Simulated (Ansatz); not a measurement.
Start from `BS[Si](N)(O)F` and change one atom or group to get `N[Si](O)(F)Cl`.

Ansatz, PBE0-D4/def2-TZVP geometries, multiplicity 1. Each molecule was computed in one conformer, which needn't be the lowest.

```json
{"property": "HOMO–LUMO gap (B3LYP/def2-TZVPP) / eV", "`BS[Si](N)(O)F`": "6.03"}
{"property": "HOMO–LUMO gap (PBE/def2-TZVPP) / eV", "`BS[Si](N)(O)F`": "4.13"}
{"property": "ideal-gas entropy at 298 K and 1 bar (rigid rotor, harmonic PBE0-D4/def2-TZVP) / J/(mol·K)", "`BS[Si](N)(O)F`": "390"}
{"property": "size of the dipole moment (PBE/def2-TZVPP) / D", "`BS[Si](N)(O)F`": "1.69"}
{"property": "size of the dipole moment (B3LYP/def2-TZVPP) / D", "`BS[Si](N)(O)F`": "1.59"}
{"property": "LUMO energy (PBE0/def2-TZVPP) / eV", "`BS[Si](N)(O)F`": "-1.59"}
```

Question: What does the change do to each property? (Estimate.)

Answer: Ansatz gave: 
```tsv
property	`N[Si](O)(F)Cl`	shift
HOMO–LUMO gap (B3LYP/def2-TZVPP) / eV	8.15	2.12
HOMO–LUMO gap (PBE/def2-TZVPP) / eV	6.37	2.24
ideal-gas entropy at 298 K and 1 bar (rigid rotor, harmonic PBE0-D4/def2-TZVP) / J/(mol·K)	338	-52
size of the dipole moment (PBE/def2-TZVPP) / D	3.04	1.35
size of the dipole moment (B3LYP/def2-TZVPP) / D	3.10	1.51
LUMO energy (PBE0/def2-TZVPP) / eV	0.45	2.04
```

With PBE0 the HOMO falls by 0.30 eV and the LUMO rises by 2.04 eV, so the gap widens by about 2.34 eV. PBE moves the HOMO by -0.15 eV and ωB97M-V by -0.43 eV. The zero-point energy changes by -56.2 kJ/mol with -9 modes. Dipoles are sizes alone; their direction can turn. Modes under 60 cm⁻¹, often nearly free rotors, make the harmonic entropy too high.

B3LYP here is the variant with VWN-RPA as its local correlation; programs differ in this.
